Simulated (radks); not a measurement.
Problem. The mean radii <r> (bohr) of the occupied orbitals of an atom or ion are listed with their occupations. Calculated with a radial shooting solver on a logarithmic mesh with Libxc functionals: non-relativistic Kohn-Sham, LB94 model potential, spin-polarised, spherical densities, point nucleus.

| orbital | occ. | <r> |
|---|---|---|
| 1s up | 1 | 0.3786 |

Name the element and its charge. Open shells, if any, are filled with parallel spins first.

Solution. Z = 4, beryllium, charge +3: Be3+ in 1s1. The 1s radius gives Z: for a bare nucleus <r> = 1.5/Z, 0.375 bohr for Z = 4, and the self-interaction of the functional makes it slightly larger (0.3786 here). The occupations add up to 1, and the charge is Z minus that.
